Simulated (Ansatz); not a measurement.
Geometry optimisation, RKS LDA/def2-SVP (Ansatz 0.2.0).

Input file:

```yaml
crystal:
  periodic: [false, false, false]
  atoms:
    - { symbol: Ge, position_ang: [-0.041821, 0.167398, -0.026069] }
    - { symbol: H, position_ang: [-0.262121, 0.068059, 1.509479] }
    - { symbol: H, position_ang: [1.475258, 0.298956, -0.269198] }
    - { symbol: C, position_ang: [-1.00707, 1.710903, -0.685442] }
    - { symbol: H, position_ang: [-2.098886, 1.560782, -0.574043] }
    - { symbol: H, position_ang: [-0.715131, 2.619196, -0.122074] }
    - { symbol: H, position_ang: [-0.778283, 1.871351, -1.75824] }
    - { symbol: H, position_ang: [-0.559651, -1.142005, -0.6545] }
    - { symbol: Br, position_ang: [1.654364, -2.62401, 1.498168] }
    - { symbol: H, position_ang: [0.78584, -1.432432, 1.811919] }
basis:
  gaussian: { orbitals: def2-SVP }
hamiltonian:
  xc: lda
relax:
  f_tol: 0.03
  max_steps: 50
```

Launched with:

```bash
$ ansatz run input.yaml --threads 4 --pin off --max-ram 5120MiB --backend cpu --events-out ev --progress --plain --runs-dir out
```

Task: Where does it end, and by what steps?

Result: The forces met the threshold. After 7 steps the energy has fallen by 0.059 eV; Br9 moved furthest, 0.45 Å.

```
step  energy less start (eV)  largest force component (eV/Å)  accepted
   0                  0.0000                           0.861       yes
   1                 -0.0378                           0.102       yes
   2                 -0.0429                           0.172       yes
   3                 -0.0511                           0.149       yes
   4                 -0.0549                           0.087       yes
   5                 -0.0581                           0.070       yes
   6                 -0.0590                           0.061       yes
   7                 -0.0594                           0.028       yes
```

```xyz
10
Properties=species:S:1:pos:R:3
Ge 0.009 0.163 -0.160
H -0.141 -0.105 1.373
H 1.514 0.365 -0.434
C -1.028 1.724 -0.639
H -2.100 1.563 -0.404
H -0.668 2.613 -0.083
H -0.929 1.920 -1.727
H -0.488 -1.105 -0.886
Br 1.554 -2.615 1.937
H 0.731 -1.426 1.754
```

The run took 6.5 s on 4 threads of Arm Neoverse V1, with other jobs on the host, peak memory 0.17 GiB.
